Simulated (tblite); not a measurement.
Species: C5H7N2 (doublet state).
Structure used (GFN2-xTB), in Å, numbered top down from 1:
```
atom  x, y, z in Å
C1    -0.5326    2.4804    0.4864
N2    -0.8517    1.2976    0.3076
N3    -0.0458    0.2184    0.2781
C4     1.3191    0.3596    0.4865
C5     2.2181   -0.6017    0.6521
C6    -0.6663   -0.9957    0.0246
C7    -1.9790   -1.1586   -0.0831
H8    -1.2614    3.2675    0.4971
H9     1.6040    1.4047    0.5190
H10    3.2506   -0.3447    0.7997
H11    1.9846   -1.6509    0.6509
H12    0.0198   -1.8177   -0.0983
H13   -2.6624   -0.3371    0.0393
H14   -2.3977   -2.1223   -0.3020
```

Level: GFN2-xTB in tblite, geometry and Hessian alike; calculated harmonic values, unscaled, isolated species. The method is semi-empirical: single wavenumbers can be off by several per cent or more. One conformer, not necessarily the lowest. Open shells enter through the occupations alone, without spin polarisation, and single modes of such species can be off by tens of per cent.

Harmonic wavenumbers (cm⁻¹): 65.6, 110.5, 139.8, 204.4, 223.4, 243.2, 401.1, 550.6, 591.1, 614.7, 645.0, 674.0, 768.2, 822.5, 828.2, 962.3, 978.8, 986.9, 1002.4, 1048.2, 1213.6, 1249.2, 1305.7, 1321.1, 1398.2, 1414.1, 1676.3, 1688.6, 1816.0, 3044.9, 3088.5, 3109.0, 3126.7, 3128.2, 3152.1, 3165.0.

A = 3309, B = 2781, C = 1514 MHz; mass 95.061 u (most abundant isotopes); point group C1, symmetry number 1; spin multiplicity 2.

**Question.** Zero-point energy?

**Answer.** ½Σν̃ = 23379 cm⁻¹ = 66.84 kcal/mol.

**Question.** What is S at 400 K and 1 bar for an ideal gas of classical rigid rotors and harmonic oscillators?

**Answer.** Translation 41.05, rotation 28.41, vibration 28.17, spin (R ln 2) 1.38: S = 99.0 cal/(mol K).

**Question.** And Cp and H(400 K) − H(0)?

**Answer.** Cp = 37.62 cal/(mol K), of which vibrations give 29.67 (their classical limit is 36 R = 71.5); H(400 K) − H(0) = 9.18 kcal/mol without the zero-point energy, 6.00 from vibrations.

**Question.** Blend soft modes into free rotors: weight 1/[1 + (100 cm⁻¹/ν̃)⁴] for the oscillator and the rest for a rotor with moment μB/(μ + B), μ = h/(8π²ν), B = 10⁻⁴⁴ kg m². What vibrational entropy results?

**Answer.** 26.63 cal/(mol K) in place of 28.17, which changes −T·S at 400 K by +0.62 kcal/mol.

**Question.** Which modes carry the vibrational entropy at 400 K?

**Answer.** 65.6 cm⁻¹: 4.86; 110.5 cm⁻¹: 3.83; 139.8 cm⁻¹: 3.37; 204.4 cm⁻¹: 2.64; 223.4 cm⁻¹: 2.47; 243.2 cm⁻¹: 2.32 cal/(mol K); the other 30 give 8.66 together.

**Question.** What must be added to the electronic energy to get the Gibbs energy at 400 K and 1 bar?

**Answer.** ZPE + [H(400 K) − H(0)] − T·S = 66.84 + 9.18 − 39.60 = 36.42 kcal/mol.

Hindered rotation and anharmonicity are outside this model. Other conformers, if any are populated, would add a mixing term that is left out. The structure is chiral; the term R ln 2 for an equal mix with its mirror image is left out.
